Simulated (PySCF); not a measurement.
## TDDFT excited states: C4H12Si2

Species: C4H12Si2.
InChI=1S/C4H12Si2/c1-4-2-3-5-6-4/h4H,2-3,5-6H2,1H3/t4-/m1/s1

Method: TDDFT B3LYP/def2-SVPD, vertical, gas phase, core orbitals frozen in the response (PySCF). The structure is a single PBE0-D3(BJ)/def2-SVP conformer in the gas phase; no vibrational or solvent corrections.

```json
{"state": "S1", "E (eV)": "6.14", "λ (nm)": "201.8", "ν̃ (cm⁻¹)": "49560", "f": "0.019", "|μ| (D)": "0.91", "main configurations (H = HOMO, L = LUMO)": "H→L (90%)"}
{"state": "S2", "E (eV)": "6.33", "λ (nm)": "195.9", "ν̃ (cm⁻¹)": "51050", "f": "0.039", "|μ| (D)": "1.28", "main configurations (H = HOMO, L = LUMO)": "H→L+1 (77%), H→L+2 (12%)"}
{"state": "S3", "E (eV)": "6.72", "λ (nm)": "184.5", "ν̃ (cm⁻¹)": "54200", "f": "0.159", "|μ| (D)": "2.50", "main configurations (H = HOMO, L = LUMO)": "H→L+2 (81%), H→L+1 (14%)"}
{"state": "S4", "E (eV)": "6.91", "λ (nm)": "179.4", "ν̃ (cm⁻¹)": "55750", "f": "0.050", "|μ| (D)": "1.38", "main configurations (H = HOMO, L = LUMO)": "H→L+3 (95%)"}
{"state": "S5", "E (eV)": "7.20", "λ (nm)": "172.1", "ν̃ (cm⁻¹)": "58110", "f": "0.036", "|μ| (D)": "1.14", "main configurations (H = HOMO, L = LUMO)": "H-1→L (88%)"}
{"state": "S6", "E (eV)": "7.37", "λ (nm)": "168.3", "ν̃ (cm⁻¹)": "59410", "f": "0.0026", "|μ| (D)": "0.30", "main configurations (H = HOMO, L = LUMO)": "H-2→L (40%), H→L+4 (34%), H-1→L+1 (9%)"}
{"state": "S7", "E (eV)": "7.42", "λ (nm)": "167.2", "ν̃ (cm⁻¹)": "59810", "f": "0.011", "|μ| (D)": "0.64", "main configurations (H = HOMO, L = LUMO)": "H-1→L+1 (63%), H→L+4 (20%)"}
{"state": "S8", "E (eV)": "7.50", "λ (nm)": "165.4", "ν̃ (cm⁻¹)": "60450", "f": "0.025", "|μ| (D)": "0.95", "main configurations (H = HOMO, L = LUMO)": "H-2→L (50%), H→L+4 (30%), H-1→L+1 (11%)"}
{"state": "S9", "E (eV)": "7.56", "λ (nm)": "163.9", "ν̃ (cm⁻¹)": "61000", "f": "0.0076", "|μ| (D)": "0.52", "main configurations (H = HOMO, L = LUMO)": "H→L+5 (70%), H-1→L+2 (15%)"}
{"state": "S10", "E (eV)": "7.61", "λ (nm)": "162.8", "ν̃ (cm⁻¹)": "61420", "f": "0.082", "|μ| (D)": "1.69", "main configurations (H = HOMO, L = LUMO)": "H-1→L+2 (41%), H-2→L+1 (19%), H→L+6 (13%)"}
```

Triplets, Tamm–Dancoff:

```csv
state,E (eV),λ (nm),"main configurations (H = HOMO, L = LUMO)"
T1,5.66,218.9,"H→L (77%), H→L+1 (9%)"
T2,5.74,215.9,"H→L+1 (66%), H→L (14%), H→L+2 (13%)"
T3,6.08,204.1,"H→L+2 (73%), H→L+1 (17%)"
T4,6.58,188.4,H→L+3 (90%)
```

The lowest singlet comes at 202 nm (593 kJ/mol) in the ultraviolet; it is weak; its leading configuration is HOMO→LUMO (90%). The most intense listed level is S3 at 6.72 eV (185 nm, f = 0.159), 0.58 eV above S1. Löwdin shares by element: HOMO silicon 52%, carbon 22% or more (atoms not listed hold the other 25%); LUMO silicon 37%, carbon 15% or more (atoms not listed hold the other 48%). The listed states span 1.47 eV, and the widest gap between neighbours is 0.39 eV (S2 to S3). The oscillator strengths of these states sum to 0.433; summed over the whole spectrum of an exact calculation they would give the number of electrons, 64 (Thomas–Reiche–Kuhn). Of the 10 states listed, 8 reach f = 0.01 and none stays under 0.0005. No computed singlet lies in the visible range (380 to 750 nm); the lowest, at 202 nm, stands 2.88 eV above its violet end (3.26 eV). All these states lie below the vertical ionisation energy of 9.08 eV (ΔSCF). Singlets were solved by full linear response, triplets in the Tamm–Dancoff approximation.
